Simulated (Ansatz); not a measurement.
Geometry optimisation, RKS PBE/def2-SVP in Ansatz.

input.yaml

```yaml
crystal:
  periodic: [false, false, false]
  atoms:
    - { symbol: Ge, position_ang: [0.0, 0.0, 0.0] }
    - { symbol: O, position_ang: [0.0, 0.0, 2.12] }
    - { symbol: H, position_ang: [-0.9095, -0.2814, 2.4571] }
    - { symbol: F, position_ang: [1.5842, 0.0, -0.5594] }
    - { symbol: F, position_ang: [-0.7913, 1.3709, -0.5594] }
    - { symbol: F, position_ang: [-0.7913, -1.3709, -0.5594] }
    - { symbol: O, position_ang: [1.0804, -1.6406, 0.6527] }
    - { symbol: Al, position_ang: [0.4764, -3.3147, 0.6824] }
    - { symbol: H, position_ang: [1.0732, -4.3766, -0.2922] }
    - { symbol: H, position_ang: [-0.6497, -3.7201, 1.683] }
    - { symbol: H, position_ang: [0.6833, -1.0376, 1.7535] }
basis:
  gaussian: { orbitals: def2-SVP }
hamiltonian:
  xc: pbe
relax:
  f_tol: 0.15
  max_steps: 25
  restrain:
    - { distance: [0, 6], at: 1.77, k: 30.0 }
    - { distance: [10, 1], at: 1.01, k: 30.0 }
    - { distance: [0, 1], at: 2.97, k: 30.0 }
    - { distance: [10, 6], at: 2.21, k: 30.0 }
```

Run as:

```bash
$ ansatz run input.yaml --threads 4 --pin off --max-ram 5120MiB --backend cpu --events-out ev --progress --plain --runs-dir out
```

Where does it end, and by what steps?

The forces met the threshold. The restraints hold the end off the free minimum; the threshold counts their pulls, which the force column leaves out. Restrained pairs: Ge1–O7 (2.07 → 1.75 Å), O2–H11 (1.30 → 0.99 Å), Ge1–O2 (2.12 → 2.95 Å), O7–H11 (1.32 → 2.21 Å). After 18 steps the energy has fallen by 2.876 eV (the restraints' own energy left out); H10 moved furthest, 1.41 Å.

```json
{"step": "0", "energy less start (eV)": "0.0000", "largest force component (eV/Å)": "4.579", "accepted": "yes"}
{"step": "1", "energy less start (eV)": "0.3039", "largest force component (eV/Å)": "3.612", "accepted": "yes"}
{"step": "2", "energy less start (eV)": "0.0427", "largest force component (eV/Å)": "3.674", "accepted": "yes"}
{"step": "3", "energy less start (eV)": "-0.9580", "largest force component (eV/Å)": "1.817", "accepted": "yes"}
{"step": "4", "energy less start (eV)": "-1.6729", "largest force component (eV/Å)": "0.972", "accepted": "yes"}
{"step": "5", "energy less start (eV)": "-1.9141", "largest force component (eV/Å)": "0.826", "accepted": "yes"}
{"step": "6", "energy less start (eV)": "-2.1803", "largest force component (eV/Å)": "1.401", "accepted": "yes"}
{"step": "7", "energy less start (eV)": "-2.3186", "largest force component (eV/Å)": "1.073", "accepted": "yes"}
{"step": "8", "energy less start (eV)": "-2.3949", "largest force component (eV/Å)": "0.987", "accepted": "yes"}
{"step": "9", "energy less start (eV)": "-2.5398", "largest force component (eV/Å)": "0.918", "accepted": "yes"}
{"step": "10", "energy less start (eV)": "-2.6312", "largest force component (eV/Å)": "0.958", "accepted": "yes"}
{"step": "11", "energy less start (eV)": "-2.6655", "largest force component (eV/Å)": "1.090", "accepted": "yes"}
{"step": "12", "energy less start (eV)": "-2.7013", "largest force component (eV/Å)": "1.098", "accepted": "yes"}
{"step": "13", "energy less start (eV)": "-2.7404", "largest force component (eV/Å)": "1.038", "accepted": "yes"}
{"step": "14", "energy less start (eV)": "-2.8041", "largest force component (eV/Å)": "0.947", "accepted": "yes"}
{"step": "15", "energy less start (eV)": "-2.8261", "largest force component (eV/Å)": "0.980", "accepted": "yes"}
{"step": "16", "energy less start (eV)": "-2.8616", "largest force component (eV/Å)": "1.140", "accepted": "yes"}
{"step": "17", "energy less start (eV)": "-2.8697", "largest force component (eV/Å)": "0.798", "accepted": "yes"}
{"step": "18", "energy less start (eV)": "-2.8763", "largest force component (eV/Å)": "0.917", "accepted": "yes"}
```

```xyz
11
Properties=species:S:1:pos:R:3
Ge 0.111 -0.631 -0.040
O 0.643 0.655 2.562
H -0.276 0.780 2.871
F 1.311 0.329 -0.818
F -1.357 0.274 -0.005
F -0.251 -2.001 -1.265
O 0.469 -1.867 1.148
Al 0.136 -3.389 0.130
H 1.455 -4.137 -0.358
H -1.269 -4.065 0.459
H 0.783 -0.319 2.694
```

Run time: 42 s on 4 threads of Arm Neoverse V2, on a shared host, peak memory 0.2 GiB.
